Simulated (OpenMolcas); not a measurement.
An OpenMolcas run meant for Cl2+ (ANO-L-VDZP, non-relativistic; inactive shells 1s 2s 2p 3s; intended active space 3 electrons in 3 orbitals (3p)). One step of its input:

```
&CASPT2
Multistate=1 1
Frozen=1 0
IPEA=0.25
Imaginary=0.1
MaxIter=60
WThr=0.0 0.3 0.05
PrWF=0.5
NoMix
Shift=0.2
Sig2=0.3
```

Lines from the output:

```
|
   --------------------------------------------------------------------------------------
++ ---------   Input file   ---------
>>> COPY JOB001 $Project.JobIph
&CASPT2
Multistate=1 1
Frozen=1 0
IPEA=0.25
Imaginary=0.1
MaxIter=60
WThr=0.0 0.3 0.05
PrWF=0.5
NoMix
Shift=0.2
Sig2=0.3
-- ----------------------------------
>>> COPY JOB001 a.JobIph
*** symbolic link created: INPORB -> a.RasOrb
--- Start Module: caspt2 at  ---
()()()()()()()()()()()()()()()()()()()()()()()()()()()()()()()()()()()()()()()()()()()()()()()()()()
                                              &CASPT2
                                   only a single process is used
                       available to each process: 2.3 GB of memory, 1 thread
()()()()()()()()()()()()()()()()()()()()()()()()()()()()()()()()()()()()()()()()()()()()()()()()()()
 ###    ERROR: More than one intruder-state removal technique                ###
 ###    active: SHIFt/IMAGinary/SIG1/SIG2 are mutually exclusive!            ###
--- Stop Module: caspt2 at  /rc=_RC_INPUT_ERROR_ ---
.####################.
.# User input error #.
.####################.
```

Task: What is wrong with the input?

Result: More than one intruder-state remedy is switched on.
